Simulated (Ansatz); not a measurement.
Gas-phase reaction in SMILES: [Sb]#[Sb] → [Sb]#[Sb] as triplet, charge 0
Each molecule is optimised on its own at B3LYP-D3(BJ)/def2-TZVP (Ansatz, a first-principles code). Unstable Hartree-Fock reference: [Sb]#[Sb]. Markedly spin-contaminated UHF reference, which strains HF, MP2 and, less, CCSD(T): [Sb]#[Sb] as triplet, charge 0. High T1 diagnostic, so coupled cluster is less sure: [Sb]#[Sb] as triplet, charge 0. A spin state is the lowest found, not a proven ground state.

Wanted: adiabatic triplet-singlet gap (electronic energy difference), in kcal/mol. Valence correlation only, unless marked. Open shells are spin-unrestricted. No spin-orbit coupling. The frozen core is the preceding noble-gas configuration, with the filled d and f shells of earlier blocks. Past Kr the def2 sets carry scalar-relativistic core potentials. STO-3G rows are all-electron and non-relativistic. Basis-set limits of correlation are two-point, X^-3; Hartree-Fock from the larger set.

| level | program | adiabatic triplet-singlet gap (kcal/mol) |
|---|---|---|
| PBE-D3(BJ)/def2-TZVPD | Ansatz + dftd3 | 32.2 |
| BLYP/def2-TZVPD | Ansatz | 32.7 |
| revPBE-D4/def2-TZVPD | Ansatz + dftd4 | 30.4 |
| revPBE/def2-TZVPD | Ansatz | 30.4 |
| PBE0/STO-3G | Ansatz | 38.4 |
| PBE0-D4/def2-TZVP | Ansatz + dftd4 | 29.0 |
| PBE0/def2-TZVP | Ansatz | 29.0 |
| PBE0/def2-QZVPP | Ansatz | 29.0 |
| BHLYP-D3(BJ)/def2-TZVPD | Ansatz + dftd3 | 25.9 |
| BHLYP-D4/def2-TZVPD | Ansatz + dftd4 | 25.9 |
| LC-wPBE/def2-TZVPD | Ansatz | 18.8 |
| CCSD(T)/def2-SVP | Ansatz | 30.2 |
| CCSD(T)/def2-TZVPP | Ansatz | 32.8 |
| CCSDT/def2-SVP | Ansatz | 23.9 |
| CCSD(T)/CBS(def2-TZVPPD,def2-QZVPPD) | Ansatz | 34.8 |
